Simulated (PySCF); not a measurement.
**`Brc1ccc2n[se]nc2c1`, C$_{6}$H$_{3}$BrN$_{2}$Se**

Geometry (Å), atoms numbered from 1 in this order:
```xyz
13

Br    3.071   -1.008   -0.103
C     1.285   -0.410   -0.054
C     1.059    1.005   -0.124
C    -0.206    1.516   -0.093
C    -1.316    0.622    0.010
N    -2.584    0.998    0.049
Se   -3.550   -0.487    0.177
N    -2.150   -1.581    0.173
C    -1.073   -0.817    0.079
C     0.266   -1.314    0.045
H     1.923    1.668   -0.202
H    -0.392    2.589   -0.145
H     0.442   -2.389    0.097
```

Computed with PySCF 2.14.0, quadratic response CAM-B3LYP/aug-cc-pVDZ first hyperpolarisability, Taylor convention, gas phase. Geometry: PBE0-D3(BJ)/def2-SVP.

The calculation is non-relativistic, which matters for the atoms heavier than Zn.

Question: Give β for the processes computed.

Answer: In au, Taylor convention; the vector part is βᵢ = ⅓ Σⱼ (βᵢⱼⱼ + βⱼᵢⱼ + βⱼⱼᵢ); β∥ is 3/5 of the vector part along the dipole, the dipole points from − to +:
| process | λ (nm) | β vector norm | β∥ | β HRS | depolarisation ratio |
| --- | --- | --- | --- | --- | --- |
| static β(0;0,0) | ∞ | 486.4 | -77.1 | 209.2 | 4.44 |
| second harmonic β(−2ω;ω,ω) | 1907 | 546.4 | -83.9 | 234.6 | 4.55 |
| Pockels β(−ω;ω,0) | 1907 | 505.0 | -79.3 | – | – |
| second harmonic β(−2ω;ω,ω) | 1064 | 744.8 | -103.2 | 318.5 | 4.78 |
| Pockels β(−ω;ω,0) | 1064 | 551.2 | -84.5 | – | – |

Question: Which lowest excitations, dipole and polarisabilities go with it?

Answer: S1 3.80 eV (f = 0.069); S2 4.18 eV (f = 0.300); S3 4.44 eV (f = 0.000); dipole 0.79 D; isotropic α 136.7 au static, 137.6 au at 1907 nm, 139.6 au at 1064 nm, 140.4 au at 953.5 nm, 150.8 au at 532 nm.
